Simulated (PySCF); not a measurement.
# Nuclear quadrupole coupling in `FCOC1=COCCC1`

Species: C₆H₉FO₂.
Structure used (GFN2-xTB), in Å, numbered top down from 1:
```
atom  x, y, z in Å
F1     3.051   -1.431   -0.344
C2     2.795   -0.292    0.388
O3     1.880    0.513   -0.220
C4     0.540    0.125   -0.204
C5     0.104   -1.096    0.093
O6    -1.212   -1.456    0.142
C7    -2.134   -0.390    0.045
C8    -1.726    0.628   -1.016
C9    -0.385    1.236   -0.613
H10    2.473   -0.643    1.382
H11    3.739    0.263    0.440
H12    0.738   -1.938    0.320
H13   -2.214    0.109    1.022
H14   -3.093   -0.856   -0.193
H15   -2.493    1.395   -1.108
H16   -1.625    0.115   -1.974
H17    0.068    1.781   -1.443
H18   -0.513    1.941    0.213
```

Field gradients from the PBE0/pcSseg-1 density (PySCF, non-relativistic), principal values in atomic units, ordered |Vxx| ≤ |Vyy| ≤ |Vzz|:

```
atom      Vxx      Vyy     Vzz
  O3  -0.3050  -1.5785  1.8835
  O6  -0.1676  -1.7346  1.9022
```

Question: Find the asymmetry η = (Vxx − Vyy)/Vzz and the couplings χ = eQV/h (234.96 MHz × Q in barn × V in au), with Q(17O) = −0.0256 b.

Answer: 
```
atom          environment  nucleus     η  χzz (MHz)  χxx (MHz)  χyy (MHz)
  O3         ether oxygen      17O  0.68     -11.33       1.83       9.49
  O6  cyclic ether oxygen      17O  0.82     -11.44       1.01      10.43
```

The tensor is traceless: Vxx + Vyy + Vzz = 0.

Question: What is Vzz at O3 in SI units (1 au = 9.71736 × 10²¹ V/m²)?

Answer: 1.8835 au = 18.303 × 10²¹ V/m².

Question: And the gradient at the other heavy atoms, for which no coupling is worked out here?

Answer: 
| atom | environment | Vzz (au) | η |
| --- | --- | --- | --- |
| F1 | alkyl fluorine | 2.919 | 0.10 |
| C2 | sp3 C–F carbon | -0.478 | 0.92 |
| C4 | vinylic carbon bearing oxygen | 0.340 | 0.69 |
| C5 | vinylic carbon bearing oxygen | -0.293 | 0.72 |
| C7 | sp3 carbon bound to oxygen | 0.398 | 0.17 |
| C8 | ring CH2 carbon | -0.059 | 0.43 |
| C9 | allylic carbon | -0.070 | 0.95 |

Question: What couplings would deuterons (Q(2H) = 0.00286 b) have in place of the hydrogens, at this geometry?

Answer: 
```
atom  bonded to  bond length (Å)  Vzz (au)     η  χzz (kHz)
 H10         C2            1.103    0.2672  0.03        180
 H11         C2            1.096    0.2804  0.04        188
 H12         C5            1.078    0.3242  0.12        218
 H13         C7            1.099    0.2830  0.06        190
 H14         C7            1.092    0.2958  0.06        199
 H15         C8            1.089    0.3089  0.02        208
 H16         C8            1.091    0.3033  0.01        204
 H17         C9            1.091    0.3050  0.02        205
 H18         C9            1.094    0.3004  0.02        202
```

One conformer (not necessarily the lowest) at the GFN2-xTB geometry, without solvent, vibrations or thermal averaging. GFN2-xTB bond lengths can be off by several hundredths of an ångström, more for odd bonds, and the gradients follow them. With a basis this small, the couplings can be 20 % off.
